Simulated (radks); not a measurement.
Results of a calculation; reference values are marked as such.
All-electron atom: As3+ in [Ar] 3d10 4s2 (the NIST ground configuration).

Level of theory: Dirac Kohn-Sham, OLYP, spin-unpolarised, spherical densities, finite nucleus; Fermi nuclear charge, rms radius 4.0968 fm (a radial shooting solver on a logarithmic mesh with Libxc functionals).

Energy parts (hartree):
| part | energy |
|---|---|
| total | -2259.88265 |
| kinetic | 2310.95694 |
| electron-nucleus | -5417.32217 |
| Hartree | 930.35428 |
| exchange-correlation | -83.87170 |

Orbitals (lengths in bohr, moments of r in powers of bohr; <r^-3> diverges for s and p1/2; r(max) is where P^2 peaks; r(90%) holds 90 % of the orbital's charge):
| orbital | occ. | eigenvalue (hartree) | r(90%) | r(max) | <r> | <r^-3> |
|---|---|---|---|---|---|---|
| 1s1/2 | 2 | -431.7825 | 0.0813 | 0.02974 | 0.04550 | - |
| 2s1/2 | 2 | -55.94549 | 0.313 | 0.1701 | 0.2025 | - |
| 2p1/2 | 2 | -50.13220 | 0.286 | 0.1342 | 0.1746 | - |
| 2p3/2 | 4 | -48.78845 | 0.291 | 0.1373 | 0.1783 | 1064 |
| 3s1/2 | 2 | -8.27932 | 0.892 | 0.5217 | 0.5975 | - |
| 3p1/2 | 2 | -6.32283 | 0.933 | 0.5153 | 0.6088 | - |
| 3p3/2 | 4 | -6.13787 | 0.949 | 0.5238 | 0.6193 | 147.8 |
| 3d3/2 | 4 | -2.78923 | 1.11 | 0.4742 | 0.6662 | 17.53 |
| 3d5/2 | 6 | -2.76201 | 1.12 | 0.4770 | 0.6706 | 17.01 |
| 4s1/2 | 2 | -1.61704 | 2.57 | 1.533 | 1.750 | - |
| 4p1/2 | 0 | -1.20739 | 3.02 | 1.735 | 2.025 | - |
| 4p3/2 | 0 | -1.19043 | 3.06 | 1.760 | 2.053 | 13.66 |
| 5s1/2 | 0 | -0.65775 | 5.35 | 3.669 | 3.802 | - |

The highest occupied level is 4s1/2 at -44.002 eV. The electron density at the nucleus is 3.555e+04 e/bohr^3. For comparison, the ionisation energy in NIST's Atomic Spectra Database is 50.2 eV (measured). In exact Kohn-Sham theory the highest level is minus the ionisation energy, but local and semilocal functionals leave it too shallow, through self-interaction and a potential that decays too fast; potentials with the right tail come closer. Summed over all electrons, <r^2> = 16.38 bohr^2, which gives a Langevin (diamagnetic) susceptibility term of -13 x 10^-6 cm^3/mol.
